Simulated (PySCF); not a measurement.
Mg(I)(Et) (C2H5IMg), SMILES C[CH2][Mg][I].

Geometry: B3LYP-D3(BJ)/def2-SVP. The def2 effective core potentials stand for the cores of I; spin–orbit coupling is left out. The values are those of a single conformer.

Two levels are set side by side: TDA-PBE/def2-SVPD (PySCF) and TDA-M06-2X/def2-SVPD (PySCF). Vertical, same geometry. The lowest singlet is HOMO−1→LUMO 99 % with PBE and HOMO−2→LUMO 84 % with the other functional; states are paired by order. Differences are taken from unrounded values.

```
quantity                               TDA-M06-2X  TDA-PBE  TDA-PBE minus TDA-M06-2X
-------------------------------------  ----------  -------  ------------------------
lowest singlet excitation (eV)               5.07     4.48                     -0.59
lowest triplet excitation (TDA) (eV)         3.81     3.66                     -0.15
first bright state (f over 0.05) (eV)        5.18     4.74                     -0.44
its oscillator strength                      0.33     0.19                     -0.14
```

A lower first singlet is the usual sign of a functional without exact exchange. Differences between two approximate levels are no errors against the true value.

Rough cost on one machine, each run with all the roots and properties that it gave: TDA-M06-2X against TDA-PBE about 8 times.
